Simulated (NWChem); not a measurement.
Program: NWChem. System: OTe, charge 0, spin multiplicity 3, at a geometry optimised with UB3LYP/def2-SVP with def2 effective core potentials on Te. The structure started from a generated list of species. Its SCF solution wasn't tested for a lower state. Level: ROCCSD(T)/def2-TZVP with def2 effective core potentials on Te, 5 core orbitals frozen.

NWChem printed:

```
             Northwest Computational Chemistry Package (NWChem) 7.3.0
             --------------------------------------------------------

                                NWChem Input Module
                                -------------------

 Scaling coordinates for geometry "geometry" by  1.889725989
 (inverse scale =  0.529177249)

 Turning off AUTOSYM since
 SYMMETRY directive was detected!

                             Geometry "geometry" -> ""
                             -------------------------

 Output coordinates in angstroms (scale by  1.889725989 to convert to a.u.)

  No.       Tag          Charge          X              Y              Z
 ---- ---------------- ---------- -------------- -------------- --------------
    1 O                    8.0000     0.00000000     0.00000000     1.61816800
    2 Te                  52.0000     0.00000000     0.00000000    -0.24894900

 Effective nuclear repulsion energy (a.u.)     117.9024858024

            Nuclear Dipole moment (a.u.)
            ----------------------------
        X                 Y               Z
 ---------------- ---------------- ----------------
     0.0000000000     0.0000000000    -0.0000075589

      Symmetry information
      --------------------

 Group name             C2v
 Group number             16
 Group order               4
 No. of unique centers     2

      Symmetry unique atoms

     1    2


 Summary of "ao basis" -> "" (spherical)
 ------------------------------------------------------------------------------
       Tag                 Description            Shells   Functions and Types
 ---------------- ------------------------------  ------  ---------------------
 *                         def2-tzvp                  on all atoms

 Summary of "ao basis" -> "ao basis" (spherical)
 ------------------------------------------------------------------------------
       Tag                 Description            Shells   Functions and Types
 ---------------- ------------------------------  ------  ---------------------
 O                         def2-tzvp                11       31   5s3p2d1f
 Te                        def2-tzvp                16       50   6s5p3d2f

                                 NWChem SCF Module
                                 -----------------

  ao basis        = "ao basis"
  functions       =    81
  atoms           =     2
  closed shells   =    15
  open shells     =     2
  charge          =   0.00
  wavefunction    = ROHF
  use symmetry    = T
  symmetry adapt  = T

 Summary of "ao basis" -> "ao basis" (spherical)
 ------------------------------------------------------------------------------
       Tag                 Description            Shells   Functions and Types
 ---------------- ------------------------------  ------  ---------------------
 O                         def2-tzvp                11       31   5s3p2d1f
 Te                        def2-tzvp                16       50   6s5p3d2f

      Symmetry analysis of basis
      --------------------------

        a1         35
        a2          8
        b1         19
        b2         19

 Forming initial guess at       0.1s

      Symmetry analysis of molecular orbitals - initial
      -------------------------------------------------

  Numbering of irreducible representations:

     1 a1          2 a2          3 b1          4 b2

  Orbital symmetries:

     1 a1          2 a1          3 b1          4 b2          5 a1
     6 a1          7 b1          8 b2          9 a2         10 a1
    11 a1         12 a1         13 a1         14 b2         15 b1
    16 b1         17 b2         18 a1         19 b2         20 b1
    21 a1         22 a1         23 a2         24 b1         25 b2
    26 a1         27 a1

 Starting SCF solution at       0.1s

 ----------------------------------------------
         Quadratically convergent ROHF

 Convergence threshold     :          1.000E-07
 Maximum no. of iterations :          100
 Final Fock-matrix accuracy:          1.000E-09
 ----------------------------------------------

              iter       energy          gnorm     gmax       time
             ----- ------------------- --------- --------- --------
[...]
    46      0.174092  2 Te pz                43     -0.169412  2 Te pz
    65     -0.162918  2 Te d  0

 Vector   19  Occ=0.000000D+00  E= 2.160790D-01  Symmetry=b2
              MO Center= -2.3D-16, -2.6D-16, -3.4D-01, r^2= 7.5D+00
   Bfn.  Coefficient  Atom+Function         Bfn.  Coefficient  Atom+Function
  ----- ------------  ---------------      ----- ------------  ---------------
    51      1.634259  2 Te py                48     -1.341755  2 Te py
    42      0.204086  2 Te py

 Vector   20  Occ=0.000000D+00  E= 2.160790D-01  Symmetry=b1
              MO Center=  4.0D-16, -8.2D-17, -3.4D-01, r^2= 7.5D+00
   Bfn.  Coefficient  Atom+Function         Bfn.  Coefficient  Atom+Function
  ----- ------------  ---------------      ----- ------------  ---------------
    50      1.634259  2 Te px                47     -1.341755  2 Te px
    41      0.204086  2 Te px

 center of mass
 --------------
 x =   0.00000000 y =   0.00000000 z =  -0.08364039

 moments of inertia (a.u.)
 ------------------
         177.293986353439           0.000000000000           0.000000000000
           0.000000000000         177.293986353439           0.000000000000
           0.000000000000           0.000000000000           0.000000000000

  Mulliken analysis of the total density
  --------------------------------------

    Atom       Charge   Shell Charges
 -----------   ------   -------------------------------------------------------
    1 O    8     8.68   0.79  1.18  0.60  0.98  0.37  1.73  1.95  1.05  0.00  0.02  0.00
    2 Te  24    23.32   0.28 -0.84  1.56  1.00  1.13  0.77 -0.50  6.46  0.98  1.82  0.44  9.10  0.92  0.15  0.05  0.00

 Mulliken analysis of the open-shell density
 -------------------------------------------

    Atom       Charge   Shell Charges
 -----------   ------   -------------------------------------------------------
    1 O    8     0.33   0.00 -0.00  0.00  0.00  0.00  0.16  0.14  0.04  0.00 -0.00 -0.00
    2 Te  24     1.67   0.00 -0.00  0.00 -0.00  0.00  0.00 -0.01  0.02  0.40  0.92  0.27  0.00  0.00  0.05  0.01  0.00

       Multipole analysis of the density wrt the origin
       ------------------------------------------------

     L   x y z        total         open         nuclear
     -   - - -        -----         ----         -------
     0   0 0 0     -0.000000     -2.000000     32.000000

     1   1 0 0     -0.000000      0.000000      0.000000
     1   0 1 0      0.000000     -0.000000      0.000000
     1   0 0 1     -1.744388      0.308004     13.172464

     2   2 0 0    -22.491723     -5.503142      0.000000
     2   1 1 0      0.000000      0.000000      0.000000
     2   1 0 1      0.000000     -0.000000      0.000000
     2   0 2 0    -22.491723     -5.503142      0.000000
     2   0 1 1     -0.000000      0.000000      0.000000
     2   0 0 2    -27.536814     -7.025023     80.117385

                   NWChem Extensible Many-Electron Theory Module
                   ---------------------------------------------


            General Information
            -------------------
      Number of processors :     1
         Wavefunction type : Restricted open-shell Hartree-Fock
          No. of electrons :    32
           Alpha electrons :    17
            Beta electrons :    15
           No. of orbitals :   162
            Alpha orbitals :    81
             Beta orbitals :    81
        Alpha frozen cores :     5
         Beta frozen cores :     5
     Alpha frozen virtuals :     0
      Beta frozen virtuals :     0
         Spin multiplicity : triplet
    Number of AO functions :    81
       Number of AO shells :    27
        Use of symmetry is : on
      Symmetry adaption is : on
         Schwarz screening : 0.10D-09

          Correlation Information
          -----------------------
          Calculation type : Coupled-cluster singles & doubles w/ perturbation
   Perturbative correction : (T)
            Max iterations :      100
        Residual threshold : 0.10D-05
     T(0) DIIS level shift : 0.00D+00
     L(0) DIIS level shift : 0.00D+00
     T(1) DIIS level shift : 0.00D+00
     L(1) DIIS level shift : 0.00D+00
     T(R) DIIS level shift : 0.00D+00
     T(I) DIIS level shift : 0.00D+00
   CC-T/L Amplitude update :  5-th order DIIS
                I/O scheme : Global Array Library
        L-threshold :  0.10D-05
        EOM-threshold :  0.10D-05
 no EOMCCSD initial starts read in
 TCE RESTART OPTIONS
 SLICE:      F
 D4D5:       F
 quantumc:   F
 qrotation:  F
 pwtce:      F
 qducc:      F
 nacto:                         0
 nrotv:                         0
 nrot:                          0

            Memory Information
            ------------------
          Available GA space size is     249023678 doubles
          Available MA space size is     104839652 doubles

 Maximum block size supplied by input
 Maximum block size        24 doubles

 tile_dim =     15

 -------------------------------------------------

 Global array virtual files algorithm will be used

 Parallel file system coherency ......... OK

 4-electron integrals stored in orbital form

 v2    file size   =          1800484
 4-index algorithm nr.  13 is used
 imaxsize =       30
 imaxsize ichop =        0


CCSD iterations
 ---------------------------------------------------------
 Iter          Residuum       Correlation     Cpu    Wall
 ---------------------------------------------------------
    1   0.3348013380057  -0.7212928669205     1.1     1.1
    2   0.1068280178340  -0.6394381793921     1.3     1.3
    3   0.0614150707010  -0.6787555825166     1.3     1.3
    4   0.0474882551604  -0.6610011264494     1.5     1.5
    5   0.0479245011397  -0.6756759391358     1.1     1.1
    6   0.0064037235016  -0.6701135767412     1.2     1.2
    7   0.0069137748591  -0.6694851656721     1.1     1.1
    8   0.0036488780187  -0.6701852355606     1.1     1.1
    9   0.0061047123914  -0.6695424887049     1.1     1.1
   10   0.0050768892685  -0.6705477291095     1.1     1.1
   11   0.0003602139249  -0.6702706202262     1.1     1.1
   12   0.0001976011831  -0.6702021444024     1.1     1.1
   13   0.0001174066092  -0.6702299726436     1.1     1.1
   14   0.0001167516783  -0.6702055956098     1.1     1.1
   15   0.0001129083349  -0.6702282025302     1.1     1.1
   16   0.0000157949365  -0.6702164289459     1.0     1.0
   17   0.0000123281204  -0.6702151502376     1.1     1.1
   18   0.0000072752222  -0.6702162657863     1.1     1.1
   19   0.0000088038700  -0.6702154432708     1.1     1.1
   20   0.0000068191368  -0.6702167027654     1.1     1.1
   21   0.0000011770474  -0.6702164524022     1.1     1.1
   22   0.0000007867327  -0.6702162560748     1.1     1.1
 -----------------------------------------------------------------
 Iterations converged
 CCSD correlation energy / hartree =        -0.670216256074764
 CCSD total energy / hartree       =      -342.496981964152553

 Singles contributions
    17b1  (beta ) ---    15b1  (beta )        0.1736047983
    16b2  (beta ) ---    14b2  (beta )        0.1736047983

 Doubles contributions
 CCSD(T)
 Using plain CCSD(T) code
             total no. of tasks         5205
 total no. of tasks / no. procs         5205
                         wl_min            2           1.1
                         wl_max       393750           8.6
        thresh for no. of tasks         5205

 CCSD[T]  correction energy / hartree =        -0.032859985884658
 CCSD[T] correlation energy / hartree =        -0.703076241959422
 CCSD[T] total energy / hartree       =      -342.529841950037223
 CCSD(T)  correction energy / hartree =        -0.026560118542046
 CCSD(T) correlation energy / hartree =        -0.696776374616810
 CCSD(T) total energy / hartree       =      -342.523542082694576

 Task  times  cpu:       42.2s     wall:       42.2s

 Total times  cpu:       42.2s     wall:       42.2s
```

### Question
Write an NWChem input that would produce this output.

### Answer
One answer among several that fit: 
```
start mol
memory heap 100 mb stack 700 mb global 1900 mb
geometry units angstroms nocenter noautoz
  O      0.000000     0.000000     1.618168
  Te     0.000000     0.000000    -0.248949
  symmetry group C2v
end
basis spherical
  * library def2-tzvp
end
ecp
  Te library def2-ecp
end
scf
  rohf
  nopen 2
  maxiter 100
  thresh 1e-7
  semidirect memsize 60000000 filesize 0
  # guess.movecs holds the orbitals of an unrestricted PBE0 run
  vectors input guess.movecs output mol.movecs
end
tce
  freeze core 5
  ccsd(t)
  2eorb
  2emet 13
  thresh 1e-6
  maxiter 100
  tilesize 24
end
task tce energy
```
